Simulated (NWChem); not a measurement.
System: iodine (I2); SMILES II

Input file for NWChem:

```
start job
memory heap 200 mb stack 900 mb global 1100 mb
geometry units angstroms noautosym nocenter noautoz
  I      0.000000     0.000000     1.327795
  I      0.000000     0.000000    -1.327795
end
basis spherical
  I library def2-svp
end
ecp
  I library def2-ecp
end
dft
  xc m05-2x
  iterations 150
end
cosmo
  dielec 1.5
end
task dft energy
```

Excerpt of the output:

```
             Northwest Computational Chemistry Package (NWChem) 7.3.0
             --------------------------------------------------------

                             Geometry "geometry" -> ""
                             -------------------------

 Output coordinates in angstroms (scale by  1.889725989 to convert to a.u.)

  No.       Tag          Charge          X              Y              Z
 ---- ---------------- ---------- -------------- -------------- --------------
    1 I                   53.0000     0.00000000     0.00000000     1.32779500
    2 I                   53.0000     0.00000000     0.00000000    -1.32779500

 Effective nuclear repulsion energy (a.u.)     559.7471343243

                                 NWChem DFT Module
                                 -----------------

 Summary of "ao basis" -> "ao basis" (spherical)
 ------------------------------------------------------------------------------
       Tag                 Description            Shells   Functions and Types
 ---------------- ------------------------------  ------  ---------------------
 I                          def2-svp                10       26   4s4p2d

 in cosmo_initialize ...

 solvent parameters
 solvname_short: unkn
 solvname_long:  unknown
 dielec:        1.5000

          ---------------
          -cosmo- solvent
          ---------------
 Cosmo: York-Karplus, doi: 10.1021/jp992097l
 dielectric constant -eps-     =   1.50
 screen = (eps-1)/(eps    )    =   0.33333
 surface charge correction     = lagrangian

   van der Waals surface
 --------------------------

 ---------- ATOMIC COORDINATES (A.U.) ------------ VDWR(ANG.) --
     1    0.00000000    0.00000000    2.50916872     2.320
     2    0.00000000    0.00000000   -2.50916872     2.320
 number of segments per atom =         32
 number of   points per atom =         32
 atom (   nspa,  nppa )
 ----------------------
    1 (     28,     0 )       0
    2 (     28,     0 )       0
 number of -cosmo- surface points =       56
 molecular surface =    109.180 angstrom**2
 molecular volume  =     95.511 angstrom**3
 G(cav/disp)       =      1.406 kcal/mol
 -lineq- algorithm             =   0
 -bem- low  level              =   2
 -bem- from -octahedral-
 gaussian surface charge width =   4.50000
 degree of switching           =   1.00000
 switching function tolerance  =   0.00010
 atomic radii =
 --------------
    1 25.000  2.320
    2 25.000  2.320
 ...... end of -cosmo- initialization ......

[...]

                                   COSMO solvation results
                                   -----------------------

                 gas phase energy =      -595.321180666042
                 sol phase energy =      -595.322176702546
 (electrostatic) solvation energy =         0.000996036504 (    0.63 kcal/mol)

                       DFT Final Molecular Orbital Analysis
                       ------------------------------------

 Vector   23  Occ=2.000000D+00  E=-3.927767D-01
              MO Center=  7.5D-08, -8.2D-08, -2.9D-07, r^2= 3.4D+00
   Bfn.  Coefficient  Atom+Function         Bfn.  Coefficient  Atom+Function
  ----- ------------  ---------------      ----- ------------  ---------------
    12     -0.315227  1 I  py                38     -0.315227  2 I  py
    11      0.290683  1 I  px                37      0.290683  2 I  px
    15     -0.256112  1 I  py                41     -0.256112  2 I  py
    14      0.236171  1 I  px                40      0.236171  2 I  px
     9      0.126975  1 I  py                35      0.126975  2 I  py

 Vector   24  Occ=2.000000D+00  E=-3.211207D-01
              MO Center= -1.1D-09,  1.2D-09,  5.7D-08, r^2= 3.9D+00
   Bfn.  Coefficient  Atom+Function         Bfn.  Coefficient  Atom+Function
  ----- ------------  ---------------      ----- ------------  ---------------
    11      0.340570  1 I  px                37     -0.340570  2 I  px
    12      0.318884  1 I  py                38     -0.318884  2 I  py
    14      0.305470  1 I  px                40     -0.305470  2 I  px
    15      0.286019  1 I  py                41     -0.286019  2 I  py
     8     -0.135487  1 I  px                34      0.135487  2 I  px

 Vector   25  Occ=2.000000D+00  E=-3.211207D-01
              MO Center=  6.1D-08, -6.5D-08,  3.1D-07, r^2= 3.9D+00
   Bfn.  Coefficient  Atom+Function         Bfn.  Coefficient  Atom+Function
  ----- ------------  ---------------      ----- ------------  ---------------
    12     -0.340570  1 I  py                38      0.340570  2 I  py
    11      0.318884  1 I  px                37     -0.318884  2 I  px
    15     -0.305470  1 I  py                41      0.305470  2 I  py
    14      0.286019  1 I  px                40     -0.286019  2 I  px
     9      0.135487  1 I  py                35     -0.135487  2 I  py

 Vector   26  Occ=0.000000D+00  E=-1.074951D-01
              MO Center= -1.1D-08,  1.2D-08,  9.1D-08, r^2= 4.6D+00
   Bfn.  Coefficient  Atom+Function         Bfn.  Coefficient  Atom+Function
  ----- ------------  ---------------      ----- ------------  ---------------
    16      0.656031  1 I  pz                42      0.656031  2 I  pz
    13      0.449059  1 I  pz                39      0.449059  2 I  pz
     4     -0.233060  1 I  s                 30      0.233060  2 I  s
     3     -0.191667  1 I  s                 29      0.191667  2 I  s
    10     -0.182779  1 I  pz                36     -0.182779  2 I  pz

 Vector   27  Occ=0.000000D+00  E= 2.725468D-01
              MO Center=  3.2D-08, -2.7D-08, -4.0D-07, r^2= 4.1D+00
   Bfn.  Coefficient  Atom+Function         Bfn.  Coefficient  Atom+Function
  ----- ------------  ---------------      ----- ------------  ---------------
     3      1.437854  1 I  s                 29      1.437854  2 I  s
     4     -1.171284  1 I  s                 30     -1.171285  2 I  s
    24      0.334701  1 I  d  0              50      0.334702  2 I  d  0
     2     -0.265460  1 I  s                 28     -0.265460  2 I  s
     1     -0.212995  1 I  s                 27     -0.212996  2 I  s

[...]
```

Level: M05-2X/def2-SVP with def2 effective core potentials on I, COSMO on the gas-phase geometry. The geometry was optimised at PBE0-D3(BJ)/def2-TZVP. def2 effective core potentials on I; no spin-orbit coupling. COSMO prints the solvation energy as gas minus solution, so a positive value is a stabilisation.
